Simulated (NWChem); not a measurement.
Molecule: CH₄O₂Sn, singlet; SMILES C[O][Sn][OH]

```xyz
8

Sn     0.2633    -0.6075     0.0021
O     -1.7318    -0.4745    -0.0034
H     -2.1092     0.4110    -0.0712
O      0.6717     1.3568    -0.0236
C     -0.2027     2.4348     0.0157
H     -1.1717     2.2089     0.5091
H      0.2484     3.2729     0.5778
H     -0.4362     2.8150    -0.9983
```
Atoms are numbered in this order, from 1.

Low-valent species are run as closed-shell singlets; no triplet was tried in these runs. Structure relaxed at the PBE0/def2-SVP level. No frequency run checked for a minimum. def2 effective core potentials on Sn; no spin-orbit coupling.

Question: List the 4 lowest vertical singlet excitations from PBE/def2-SVPD with def2 effective core potentials on Sn, TDA (NWChem).

Answer: 
```json
[
 {"state": "S1", "energy (eV)": "3.83", "oscillator strength": "0.005", "leading excitation (squared amplitude)": "HOMO−1 → LUMO (0.82)"},
 {"state": "S2", "energy (eV)": "4.32", "oscillator strength": "0.058", "leading excitation (squared amplitude)": "HOMO → LUMO (0.80)"},
 {"state": "S3", "energy (eV)": "4.69", "oscillator strength": "0.050", "leading excitation (squared amplitude)": "HOMO−2 → LUMO (0.85)"},
 {"state": "S4", "energy (eV)": "5.30", "oscillator strength": "0.022", "leading excitation (squared amplitude)": "HOMO−3 → LUMO (0.82)"}
]
```
